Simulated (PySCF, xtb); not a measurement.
Al(CF3)(Cl)2 (CAlCl₂F₃), SMILES F[C]([Al]([Cl])[Cl])(F)F.

GFN2-xTB (xtb) at its own geometry gives an orbital gap of 3.77 eV and a dipole moment of 4.12 D.

Geometry optimised at PBE0-D3(BJ)/def2-SVP. The structure was generated by enumeration; whether it is a known compound was not checked.

Question: What does PBE/def2-TZVP run with PySCF give? (Estimate from the structure and the level; the computed values follow.)

Answer: gap 5.28 eV (levels -7.80 and -2.52 eV), dipole 0.78 D.
